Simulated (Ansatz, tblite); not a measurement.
Isomers of Mg$_{4}$Te$_{3}$⁺ (doublet), found by a short tight-binding search and relaxed with r2SCAN-D4/def2-SVP in Ansatz.

In the def2 sets Te takes a core potential; there is no spin–orbit coupling. The xTB rows come from tblite. Correlated methods freeze 16 core orbitals; core or outer-core shells of Mg, Te are correlated, in sets that lack core-valence functions.

A further structure is left out (at the level of its geometry, an occupied level 0.04 eV above an empty one); at PBE0-D4/def2-TZVP its energy lies 2.02 eV above the lowest shown.

Other spin states weren't relaxed.

A:

```tsv
atom	x (Å)	y (Å)	z (Å)
Mg1	-1.426	-1.530	-0.217
Mg2	0.836	0.033	-1.929
Mg3	-1.235	1.699	-0.081
Mg4	0.981	-0.109	1.197
Te5	-1.743	0.018	2.008
Te6	1.161	-2.320	-0.584
Te7	1.427	2.209	-0.393
```

B:

```xyz
7

Mg   -1.216   -0.801    0.335
Mg   -0.716    0.716   -2.661
Mg    1.452   -0.260   -0.238
Mg    0.247    1.397    2.469
Te    0.745   -1.262    2.280
Te   -0.453    2.039   -0.186
Te   -0.058   -1.830   -1.998
```

Estimate their order by electronic energy at PBE0-D4/def2-TZVP, counted from the lowest.

A (0.0) < B (46.1), in kJ/mol.

Do the other levels pick the same lowest one?

Not GFN1-xTB. Energies above each level's lowest (kJ/mol):

| level | A | B |
| --- | --- | --- |
| GFN1-xTB | 28.0 | 0.0 |
| GFN2-xTB | 0.0 | 28.2 |
| HF/def2-TZVP | 0.0 | 73.4 |
| LDA (SPW92)/def2-TZVP | 0.0 | 28.4 |
| PBE-D4/def2-TZVP | 0.0 | 33.1 |
| r2SCAN-D4/def2-TZVP | 0.0 | 42.9 |
| PBE0-D4/def2-TZVP | 0.0 | 46.1 |
| MP2/def2-TZVP | 0.0 | 49.2 |
Point groups (tolerance 0.1 Å): A C3v, B C2v. Lower isomers may exist.
